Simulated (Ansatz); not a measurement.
Level of theory: B3LYP-D3(BJ)/def2-SVP in Ansatz (a first-principles code). No frequencies were computed at this level.

Ansatz 0.2 input:
```yaml
crystal:
  periodic: [false, false, false]
  atoms:
    - { symbol: O, position_ang: [3.554144, 0.09022, 0.128824] }
    - { symbol: C, position_ang: [2.439103, 0.184921, -0.304888] }
    - { symbol: Si, position_ang: [0.914274, -0.598283, 0.580309] }
    - { symbol: C, position_ang: [0.134114, -1.954306, -0.480607] }
    - { symbol: C, position_ang: [-1.062673, -1.550132, -0.931547] }
    - { symbol: C, position_ang: [-1.493052, -0.223842, -0.52538] }
    - { symbol: C, position_ang: [-0.636148, 0.443171, 0.261119] }
    - { symbol: C, position_ang: [-0.871502, 1.8069, 0.778907] }
    - { symbol: F, position_ang: [0.050194, 2.683639, 0.321258] }
    - { symbol: F, position_ang: [-0.784982, 1.861753, 2.123868] }
    - { symbol: F, position_ang: [-2.068753, 2.322753, 0.458075] }
    - { symbol: H, position_ang: [2.259511, 0.729455, -1.254354] }
    - { symbol: H, position_ang: [1.175642, -0.898179, 1.980191] }
    - { symbol: H, position_ang: [0.541961, -2.920097, -0.725133] }
    - { symbol: H, position_ang: [-1.705752, -2.145564, -1.56165] }
    - { symbol: H, position_ang: [-2.446079, 0.167591, -0.848995] }
basis:
  gaussian: { orbitals: def2-svp }
hamiltonian:
  xc: b3lyp
  dispersion: d3bj
relax:
  max_steps: 150
```

Output:

```
Functional definition: B3LYP
2013 factors; integrals over basis functions are off by at most 5.3e-4 eV
mean field evaluation 1: about -24351.7692 eV, gradient 7.1e1 eV
mean field evaluation 2: about -24340.3889 eV, gradient 1.0e2 eV
mean field evaluation 4: about -24362.5552 eV, gradient 6.1e0 eV
mean field evaluation 8: about -24362.6855 eV, gradient 6.8e-1 eV
mean field evaluation 16: about -24362.6866 eV, gradient 3.0e-4 eV
mean field -24362.68655385 eV, -895.3122172319 hartree, gradient 1.6e-5 eV, S^2 0.000000; 0 other end points of the search recorded, 0 dependent functions left out
reference -24362.68681577 eV, -895.3122268574 hartree; 45, 45 occupied and 138, 138 virtual orbitals, 2013 factors
relax step   1: F+E_penalty+E_count = -24363.50969719 eV  Δ(F+E_penalty+E_count) = +0.000e0 eV  max|allowed force component| = 8.745e-1 eV/Å  Δτ_max = 0.0000 Å  (32 SCF iters, accepted)
these checks for a lower state are left out or cut short: starts, cluster_reference, orbital_swaps, neighbouring_geometries, increment
2013 factors; integrals over basis functions are off by at most 5.3e-4 eV
mean field -24362.78527392 eV, -895.3158451276 hartree, gradient 2.3e-5 eV, S^2 0.000000; 0 other end points of the search recorded, 0 dependent functions left out
reference -24362.78553826 eV, -895.3158548420 hartree; 45, 45 occupied and 138, 138 virtual orbitals, 2013 factors
relax step   2: F+E_penalty+E_count = -24363.60449579 eV  Δ(F+E_penalty+E_count) = -9.480e-2 eV  max|allowed force component| = 3.145e-1 eV/Å  Δτ_max = 0.0477 Å  (34 SCF iters, accepted)
these checks for a lower state are left out or cut short: starts, cluster_reference, orbital_swaps, neighbouring_geometries, increment
2013 factors; integrals over basis functions are off by at most 5.4e-4 eV
mean field evaluation 32: about -24362.7325 eV, gradient 2.1e-5 eV
mean field -24362.73249388 eV, -895.3139054969 hartree, gradient 2.1e-5 eV, S^2 0.000000; 0 other end points of the search recorded, 0 dependent functions left out
reference -24362.73275830 eV, -895.3139152141 hartree; 45, 45 occupied and 138, 138 virtual orbitals, 2013 factors
relax step   3: F+E_penalty+E_count = -24363.55065273 eV  Δ(F+E_penalty+E_count) = +5.384e-2 eV  max|allowed force component| = 1.224e0 eV/Å  Δτ_max = 0.1055 Å  (34 SCF iters, rejected (line search))
these checks for a lower state are left out or cut short: starts, cluster_reference, orbital_swaps, neighbouring_geometries, increment
2013 factors; integrals over basis functions are off by at most 5.5e-4 eV
mean field -24362.79086906 eV, -895.3160507452 hartree, gradient 1.2e-5 eV, S^2 0.000000; 0 other end points of the search recorded, 0 dependent functions left out
reference -24362.79113364 eV, -895.3160604683 hartree; 45, 45 occupied and 138, 138 virtual orbitals, 2013 factors
relax step   4: F+E_penalty+E_count = -24363.61217457 eV  Δ(F+E_penalty+E_count) = -7.679e-3 eV  max|allowed force component| = 1.558e-1 eV/Å  Δτ_max = 0.0527 Å  (33 SCF iters, accepted)
these checks for a lower state are left out or cut short: starts, cluster_reference, orbital_swaps, neighbouring_geometries, increment
2013 factors; integrals over basis functions are off by at most 5.3e-4 eV
mean field -24362.79244289 eV, -895.3161085822 hartree, gradient 2.4e-5 eV, S^2 0.000000; 0 other end points of the search recorded, 0 dependent functions left out
reference -24362.79270775 eV, -895.3161183159 hartree; 45, 45 occupied and 138, 138 virtual orbitals, 2013 factors
relax step   5: F+E_penalty+E_count = -24363.61352635 eV  Δ(F+E_penalty+E_count) = -1.352e-3 eV  max|allowed force component| = 8.665e-2 eV/Å  Δτ_max = 0.0663 Å  (31 SCF iters, accepted)
these checks for a lower state are left out or cut short: starts, cluster_reference, orbital_swaps, neighbouring_geometries, increment
2013 factors; integrals over basis functions are off by at most 5.3e-4 eV
mean field -24362.79483901 eV, -895.3161966381 hartree, gradient 1.8e-5 eV, S^2 0.000000; 0 other end points of the search recorded, 0 dependent functions left out
reference -24362.79510365 eV, -895.3162063634 hartree; 45, 45 occupied and 138, 138 virtual orbitals, 2013 factors
relax step   6: F+E_penalty+E_count = -24363.61577614 eV  Δ(F+E_penalty+E_count) = -2.250e-3 eV  max|allowed force component| = 6.112e-2 eV/Å  Δτ_max = 0.0316 Å  (33 SCF iters, accepted)
these checks for a lower state are left out or cut short: starts, cluster_reference, orbital_swaps, neighbouring_geometries, increment
2013 factors; integrals over basis functions are off by at most 5.3e-4 eV
mean field -24362.79486136 eV, -895.3161974596 hartree, gradient 1.5e-5 eV, S^2 0.000000; 0 other end points of the search recorded, 0 dependent functions left out
reference -24362.79512601 eV, -895.3162071851 hartree; 45, 45 occupied and 138, 138 virtual orbitals, 2013 factors
relax step   7: F+E_penalty+E_count = -24363.61594860 eV  Δ(F+E_penalty+E_count) = -1.725e-4 eV  max|allowed force component| = 4.081e-2 eV/Å  Δτ_max = 0.0061 Å  (27 SCF iters, accepted)
these checks for a lower state are left out or cut short: starts, cluster_reference, orbital_swaps, neighbouring_geometries, increment
2013 factors; integrals over basis functions are off by at most 5.3e-4 eV
mean field evaluation 64: about -24362.7949 eV, gradient 5.7e-5 eV
mean field -24362.79485669 eV, -895.3161972879 hartree, gradient 1.8e-5 eV, S^2 0.000000; 0 other end points of the search recorded, 0 dependent functions left out
reference -24362.79512149 eV, -895.3162070191 hartree; 45, 45 occupied and 138, 138 virtual orbitals, 2013 factors
relax step   8: F+E_penalty+E_count = -24363.61620820 eV  Δ(F+E_penalty+E_count) = -2.596e-4 eV  max|allowed force component| = 3.562e-2 eV/Å  Δτ_max = 0.0226 Å  (34 SCF iters, accepted)
these checks for a lower state are left out or cut short: starts, cluster_reference, orbital_swaps, neighbouring_geometries, increment
2013 factors; integrals over basis functions are off by at most 5.2e-4 eV
mean field -24362.79456238 eV, -895.3161864723 hartree, gradient 1.8e-5 eV, S^2 0.000000; 0 other end points of the search recorded, 0 dependent functions left out
reference -24362.79482738 eV, -895.3161962108 hartree; 45, 45 occupied and 138, 138 virtual orbitals, 2013 factors
relax step   9: F+E_penalty+E_count = -24363.61636433 eV  Δ(F+E_penalty+E_count) = -1.561e-4 eV  max|allowed force component| = 1.727e-2 eV/Å  Δτ_max = 0.0267 Å  (34 SCF iters, accepted)
these checks for a lower state are left out or cut short: starts, cluster_reference, orbital_swaps, neighbouring_geometries, increment
2013 factors; integrals over basis functions are off by at most 5.2e-4 eV
mean field -24362.79426354 eV, -895.3161754900 hartree, gradient 1.8e-5 eV, S^2 0.000000; 0 other end points of the search recorded, 0 dependent functions left out
reference -24362.79452880 eV, -895.3161852380 hartree; 45, 45 occupied and 138, 138 virtual orbitals, 2013 factors
relax step  10: F+E_penalty+E_count = -24363.61630935 eV  Δ(F+E_penalty+E_count) = +5.498e-5 eV  max|allowed force component| = 4.205e-2 eV/Å  Δτ_max = 0.0184 Å  (33 SCF iters, rejected (line search))
these checks for a lower state are left out or cut short: starts, cluster_reference, orbital_swaps, neighbouring_geometries, increment
2013 factors; integrals over basis functions are off by at most 5.2e-4 eV
mean field -24362.79468075 eV, -895.3161908224 hartree, gradient 1.8e-5 eV, S^2 0.000000; 0 other end points of the search recorded, 0 dependent functions left out
reference -24362.79494590 eV, -895.3162005661 hartree; 45, 45 occupied and 138, 138 virtual orbitals, 2013 factors
relax step  11: F+E_penalty+E_count = -24363.61645654 eV  Δ(F+E_penalty+E_count) = -9.221e-5 eV  max|allowed force component| = 3.575e-3 eV/Å  Δτ_max = 0.0092 Å  (35 SCF iters, accepted)
these checks for a lower state are left out or cut short: starts, cluster_reference, orbital_swaps, neighbouring_geometries, increment
2013 factors; integrals over basis functions are off by at most 5.2e-4 eV
mean field -24362.79464243 eV, -895.3161894139 hartree, gradient 1.8e-5 eV, S^2 0.000000; 0 other end points of the search recorded, 0 dependent functions left out
reference -24362.79490778 eV, -895.3161991655 hartree; 45, 45 occupied and 138, 138 virtual orbitals, 2013 factors
relax step  12: F+E_penalty+E_count = -24363.61649651 eV  Δ(F+E_penalty+E_count) = -3.997e-5 eV  max|allowed force component| = 7.058e-3 eV/Å  Δτ_max = 0.0167 Å  (33 SCF iters, accepted)
2013 factors; integrals over basis functions are off by at most 5.2e-4 eV
mean field evaluation 96: about -24362.7387 eV, gradient 1.7e-1 eV
mean field -24362.79464243 eV, -895.3161894139 hartree, gradient 1.8e-5 eV, S^2 0.000000; 1 other end points of the search recorded, 0 dependent functions left out
reference -24362.79490778 eV, -895.3161991655 hartree; 45, 45 occupied and 138, 138 virtual orbitals, 2013 factors
Total energy: -24363.61676186 eV, -895.3464017458 hartree
Atom 0 at     3.519411     0.093057     0.059876 Å, force    -0.003407     0.002374    -0.001671 eV/Å
Atom 1 at     2.384282     0.179838    -0.340814 Å, force     0.002796    -0.002876    -0.003969 eV/Å
Atom 2 at     0.882670    -0.615045     0.595327 Å, force    -0.003128    -0.001445    -0.000127 eV/Å
Atom 3 at     0.156949    -1.997279    -0.448187 Å, force    -0.000388    -0.001678    -0.001835 eV/Å
Atom 4 at    -1.031015    -1.560224    -0.930527 Å, force    -0.000088     0.000669     0.002255 eV/Å
Atom 5 at    -1.466056    -0.209340    -0.511537 Å, force     0.001345    -0.000289     0.000041 eV/Å
Atom 6 at    -0.643021     0.456190     0.331157 Å, force    -0.001167     0.004116    -0.000301 eV/Å
Atom 7 at    -0.884171     1.842967     0.813047 Å, force    -0.000921    -0.001089    -0.003702 eV/Å
Atom 8 at     0.120516     2.662277     0.425893 Å, force    -0.006708    -0.002846     0.004724 eV/Å
Atom 9 at    -0.927741     1.899068     2.158461 Å, force    -0.000124     0.000724    -0.006950 eV/Å
Atom 10 at    -2.030818     2.372247     0.352596 Å, force     0.007058    -0.000673     0.004245 eV/Å
Atom 11 at     2.151623     0.716354    -1.304014 Å, force     0.002319    -0.000332     0.003467 eV/Å
Atom 12 at     1.266379    -0.934582     1.991598 Å, force     0.000360    -0.000026     0.000670 eV/Å
Atom 13 at     0.569611    -2.974963    -0.704554 Å, force    -0.001393     0.003578     0.001377 eV/Å
Atom 14 at    -1.665673    -2.146341    -1.603503 Å, force     0.001708     0.001605     0.000829 eV/Å
Atom 15 at    -2.402945     0.215776    -0.884820 Å, force     0.001741    -0.001813     0.000946 eV/Å
Dipole moment:    -0.403914    -0.520826    -0.361049 e Å
```

Cost: roughly 5 core-minutes.
